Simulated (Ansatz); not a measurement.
A search over several starts for the lowest SCF solution of Sn₃H₈⁺ at the given spin, in a small basis.

```yaml
crystal:
  periodic: [false, false, false]
  atoms:
    - {symbol: Sn, position_ang: [-1.658263, 0.340464, -1.617030]}
    - {symbol: H, position_ang: [-1.017249, -0.515176, -2.957175]}
    - {symbol: H, position_ang: [-3.365846, 0.180738, -1.631750]}
    - {symbol: H, position_ang: [-1.265209, 1.999238, -1.798650]}
    - {symbol: Sn, position_ang: [-0.573964, -0.631257, 0.753275]}
    - {symbol: H, position_ang: [-0.693999, -2.344131, 0.780875]}
    - {symbol: H, position_ang: [-1.483699, -0.030526, 2.080462]}
    - {symbol: Sn, position_ang: [2.086108, 0.122862, 1.054872]}
    - {symbol: H, position_ang: [2.744102, -0.481940, 2.518773]}
    - {symbol: H, position_ang: [3.022039, -0.473066, -0.251809]}
    - {symbol: H, position_ang: [2.205990, 1.832802, 1.068146]}
basis:
  gaussian: {orbitals: def2-SVP}
total_charge: 1
magnetization: {spin_polarized: true, initial_magnetization: 1}
hamiltonian: {xc: pbe0, dispersion: d4}
output: {orbitals: {seedname: orbitals}}
```

```sh
$ ansatz run in.yaml --threads 4 --pin off --events-out ev --progress --plain --max-ram 3916MiB
```

Output, abridged:

```
Functional definition: PBE0
1434 factors; integrals over basis functions are off by at most 4.3e-4 eV
mean field evaluation 1: about -17614.3968 eV, gradient 8.1e0 eV
mean field evaluation 2: about -17614.7157 eV, gradient 4.6e0 eV
mean field evaluation 4: about -17614.8805 eV, gradient 2.3e-1 eV
mean field evaluation 8: about -17614.9382 eV, gradient 2.3e-2 eV
mean field evaluation 16: about -17614.9382 eV, gradient 1.9e-4 eV
mean field -17614.93820039 eV, -647.3370390303 hartree, gradient 1.0e-5 eV, S^2 0.756195; 2 other end points of the search recorded, 0 dependent functions left out
reference -17614.93824497 eV, -647.3370406686 hartree; 37, 36 occupied and 81, 82 virtual orbitals, 1434 factors
Total energy: -17615.13726205 eV, -647.3443544116 hartree
```

It took 4.6 s on 4 threads of Arm Neoverse V2 on a shared host.

In the def2 sets Sn takes a core potential; there is no spin–orbit coupling.
